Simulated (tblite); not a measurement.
C4H9BS2.
Numbering: `[CH3:1][C@@H:2]1[CH2:3][S:4][BH:5][CH2:6][S:7]1` (hydrogens: H8, H9, H10 on C1; H11 on C2; H12, H13 on C3; H14 on B5; H15, H16 on C6)

Computed with GFN2-xTB (tblite), gas phase: L-BFGS steps from a force-field or distance-geometry start until the largest atomic force falls under 0.01 eV/Å.

Step 21: E = -568.2470 eV
```
atom  x, y, z in Å  |  force x, y, z in eV/Å
C1     -2.2086   -0.1499    0.0536   -0.319  -0.023   0.030
C2     -0.7467   -0.1634   -0.3166    0.212  -0.082   0.200
C3     -0.0814   -1.3398    0.3664    0.541  -0.188   0.092
S4      1.8009   -1.4020    0.2190   -0.306   0.322   0.323
B5      2.3496    0.3071    0.0507    0.178  -0.090  -0.058
C6      1.5041    1.3764   -0.7369   -0.238   0.158   0.300
S7     -0.0451    1.4467    0.2798    0.016  -0.206  -0.373
H8     -2.3136   -0.0467    1.1274   -0.069   0.069   0.129
H9     -2.7023   -1.0610   -0.2518   -0.059  -0.307  -0.086
H10    -2.7100    0.6730   -0.4316   -0.128   0.292  -0.060
H11    -0.6250   -0.2201   -1.4069    0.101   0.122   0.207
H12    -0.2647   -1.3218    1.4614    0.127   0.029  -0.618
H13    -0.4422   -2.3030   -0.0371    0.196   0.462   0.118
H14     3.3728    0.6520    0.5586   -0.360  -0.455  -0.294
H15     1.9311    2.3805   -0.6693   -0.100  -0.135  -0.159
H16     1.1736    1.1809   -1.7648    0.208   0.032   0.247
```

Step 22: E = -568.2861 eV
```
atom  x, y, z in Å  |  force x, y, z in eV/Å
C1     -2.2079   -0.1508    0.0542   -0.389  -0.053   0.061
C2     -0.7468   -0.1555   -0.3096    0.193  -0.196   0.130
C3     -0.0667   -1.3268    0.3670    0.470   0.008  -0.018
S4      1.7985   -1.3951    0.1886   -0.230  -0.060   0.372
B5      2.3361    0.2970    0.0501    0.028   0.013  -0.157
C6      1.4879    1.3708   -0.7238   -0.077   0.247   0.180
S7     -0.0765    1.4570    0.2579    0.162   0.058  -0.245
H8     -2.3247   -0.0499    1.1268   -0.038   0.074   0.145
H9     -2.6879   -1.0665   -0.2528   -0.125  -0.343  -0.112
H10    -2.7129    0.6703   -0.4323   -0.118   0.254  -0.065
H11    -0.6201   -0.2255   -1.3941    0.065   0.135   0.023
H12    -0.2234   -1.3018    1.4555    0.027   0.012  -0.317
H13    -0.4359   -2.2796   -0.0274    0.088   0.193   0.041
H14     3.3418    0.6199    0.5663   -0.005  -0.280  -0.194
H15     1.9439    2.3619   -0.6622   -0.186  -0.051  -0.088
H16     1.1871    1.1835   -1.7623    0.134  -0.012   0.246
```

Q: Estimate the geometry and energy of step 23. (The exact step hangs on the optimiser's Hessian estimate; all steps are aligned on step 22, rigid shifts and turns removed.)

A: E = -568.3190 eV, largest force 0.379 eV/Å
```
atom  x, y, z in Å  |  force x, y, z in eV/Å
C1     -2.2133   -0.1491    0.0543   -0.257  -0.074   0.038
C2     -0.7443   -0.1578   -0.3037    0.038  -0.199   0.065
C3     -0.0575   -1.3298    0.3636    0.256   0.066   0.015
S4      1.8014   -1.3831    0.2240   -0.150  -0.135   0.321
B5      2.3382    0.2987    0.0495    0.005   0.022  -0.172
C6      1.4778    1.3711   -0.7147    0.077   0.131   0.043
S7     -0.0818    1.4488    0.2535    0.083   0.306  -0.051
H8     -2.3278   -0.0464    1.1286   -0.054   0.055   0.089
H9     -2.6896   -1.0695   -0.2545   -0.113  -0.220  -0.085
H10    -2.7129    0.6806   -0.4323   -0.052   0.103  -0.019
H11    -0.6143   -0.2214   -1.3849    0.042   0.097  -0.109
H12    -0.2354   -1.3126    1.4454    0.025  -0.014  -0.177
H13    -0.4296   -2.2736   -0.0431    0.123   0.097   0.015
H14     3.3537    0.6139    0.5426    0.065  -0.237  -0.166
H15     1.9392    2.3574   -0.6711   -0.177   0.057   0.003
H16     1.1886    1.1816   -1.7551    0.090  -0.055   0.189
```

The energy changes by -0.0330 eV. The first-order estimate −F·Δx gives -0.0420 eV and the mean of the old and new forces, exact on a quadratic surface, -0.0330 eV. The step makes an angle of 57° with the force vector and moves no atom by more than 0.038 Å.

What follows is the cost of the whole relaxation. Time: 1.2 s of wall time. Hardware: an Arm Neoverse N1 with one thread, shared host.
